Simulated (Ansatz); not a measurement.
Computed with Ansatz on PBE0-D4/def2-TZVP structures; ΔE is electronic, products minus reactants. CBS: MP2 limit from def2 TZ/QZ plus the TZ coupled-cluster correction, frozen cores. This one scheme is used for every species. Functionals use def2-TZVPP. Elements past krypton have def2 core potentials. For I outer-core shells are correlated without core-valence functions, which leaves a few kJ/mol of doubt a bond. Each species was taken in one conformer, which may not be the lowest.

Reaction (ligand exchange at the Si–C bond): `NC[SiH](Cl)I` + H–F → `F[SiH](Cl)I` + CH₃NH₂

Q: Is it downhill or uphill in electronic energy at CCSD(T)/CBS, and by how much? (Estimate.)

A: Computed: Downhill: ΔE = -135.6 kJ/mol.

Q: What do these levels give: revPBE-D4, BLYP-D4, r2SCAN0-D4, revPBE, BLYP, r2SCAN, LC-ωPBE, RPA@PBE/def2-TZVPP, CCSD/def2-TZVPP, CCSD(T)/def2-TZVPP, HF/def2-QZVPP, HF/CBS(def2)? (An estimate is asked.)

A: Ansatz gave: revPBE-D4 -125.5, BLYP-D4 -140.0, r2SCAN0-D4 -141.7, revPBE -140.0, BLYP -155.0, r2SCAN -146.7, LC-ωPBE -140.8, RPA@PBE/def2-TZVPP -138.2, CCSD/def2-TZVPP -140.8, CCSD(T)/def2-TZVPP -136.9, HF/def2-QZVPP -167.4, HF/CBS(def2) -167.8 kJ/mol.

Q: What do rigid-rotor, harmonic-oscillator terms from PBE0-D4/def2-TZVP frequencies (298.15 K, 1 bar) make of the CCSD(T)/CBS value? (An estimate is asked.)

A: Computed: ΔZPE = +7.6 kJ/mol, ΔH = -131.5 kJ/mol, ΔS = 17 J/(mol·K), ΔG = -136.5 kJ/mol.

Largest T1 diagnostic among the species: 0.009.

The D4 term adds +12.3 kJ/mol with B3LYP and +7.1 kJ/mol with PBE0; it sums over pairs of atoms, weighted by their polarisabilities, and B3LYP, whose exchange is more repulsive, gets the larger term. Leaving LDA and LC-ωPBE aside and taking each functional with its dispersion term where it has one, the values, not all of them listed here, spread over 25.7 kJ/mol, from B97M-V to revPBE-D4. LDA lies +8.3 kJ/mol from PBE without D4. In def2-TZVPP, CCSD(T) changes the Hartree–Fock value by +28.0 kJ/mol (the triples alone add +3.9 kJ/mol) and MP2 by +30.9 kJ/mol.

B3LYP here is the variant with VWN-RPA as its local correlation; programs differ in this.
